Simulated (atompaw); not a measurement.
u(r) = r·R(r): atom against pseudo-atom (He)

Columns: radius, all-electron u(r) and pseudo u(r) of the 1s shell (level -26.72 eV) of helium in the configuration 1s1.5; PBE, scalar-relativistic, PAW (atompaw) scheme, atompaw 4.2.0.5.

```json
{"r (bohr)": "0.033", "all-electron": "0.1599", "pseudo": "0.0971"}
{"r (bohr)": "0.065", "all-electron": "0.2953", "pseudo": "0.1901"}
{"r (bohr)": "0.098", "all-electron": "0.4166", "pseudo": "0.2837"}
{"r (bohr)": "0.131", "all-electron": "0.5212", "pseudo": "0.3740"}
{"r (bohr)": "0.163", "all-electron": "0.6084", "pseudo": "0.4572"}
{"r (bohr)": "0.196", "all-electron": "0.6851", "pseudo": "0.5378"}
{"r (bohr)": "0.229", "all-electron": "0.7499", "pseudo": "0.6123"}
{"r (bohr)": "0.262", "all-electron": "0.8040", "pseudo": "0.6801"}
{"r (bohr)": "0.294", "all-electron": "0.8474", "pseudo": "0.7390"}
{"r (bohr)": "0.327", "all-electron": "0.8839", "pseudo": "0.7923"}
{"r (bohr)": "0.360", "all-electron": "0.9128", "pseudo": "0.8380"}
{"r (bohr)": "0.392", "all-electron": "0.9346", "pseudo": "0.8751"}
{"r (bohr)": "0.425", "all-electron": "0.9512", "pseudo": "0.9059"}
{"r (bohr)": "0.458", "all-electron": "0.9626", "pseudo": "0.9296"}
{"r (bohr)": "0.490", "all-electron": "0.9693", "pseudo": "0.9461"}
{"r (bohr)": "0.523", "all-electron": "0.9722", "pseudo": "0.9571"}
{"r (bohr)": "0.556", "all-electron": "0.9715", "pseudo": "0.9625"}
{"r (bohr)": "0.588", "all-electron": "0.9679", "pseudo": "0.9630"}
{"r (bohr)": "0.621", "all-electron": "0.9614", "pseudo": "0.9593"}
{"r (bohr)": "0.654", "all-electron": "0.9526", "pseudo": "0.9521"}
{"r (bohr)": "0.687", "all-electron": "0.9418", "pseudo": "0.9420"}
{"r (bohr)": "0.719", "all-electron": "0.9296", "pseudo": "0.9299"}
{"r (bohr)": "0.752", "all-electron": "0.9155", "pseudo": "0.9158"}
{"r (bohr)": "0.785", "all-electron": "0.9002", "pseudo": "0.9003"}
{"r (bohr)": "0.817", "all-electron": "0.8842", "pseudo": "0.8842"}
{"r (bohr)": "0.850", "all-electron": "0.8669", "pseudo": "0.8669"}
```

(1) How many radial nodes do the two functions have?

(2) Is the pseudo-wave norm-conserving?

Answers

(1) The all-electron 1s function has n − l − 1 = 0; the pseudo-wave has 0.

(2) No, it belongs to a PAW set: the norm inside the radius is not constrained, and the difference is carried by the augmentation charge.
